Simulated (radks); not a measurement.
Results of a calculation; reference values are marked as such.
All-electron atom: Kr IV in [Ar] 3d10 4s1.75 4p3 5p0.25 (fractional occupations, a model configuration). Level of theory: Dirac Kohn-Sham, revPBE, spin-unpolarised, spherical densities, finite nucleus; open shells are shared between the two j in proportion to 2j + 1; Fermi nuclear charge, rms radius 4.1884 fm (a radial shooting solver on a logarithmic mesh with Libxc functionals).

X-ray form factor f0, the Fourier transform of the density (f0(0) = 33):

| sin(theta)/lambda (1/angstrom) | f0 (electrons) |
|---|---|
| 0.05 | 32.566 |
| 0.1 | 31.419 |
| 0.15 | 29.858 |
| 0.2 | 28.109 |
| 0.25 | 26.323 |
| 0.3 | 24.599 |
| 0.4 | 21.519 |
| 0.5 | 18.890 |
| 0.6 | 16.561 |
| 0.8 | 12.620 |
| 1 | 9.758 |
| 1.25 | 7.580 |
| 1.5 | 6.392 |
| 2 | 5.067 |
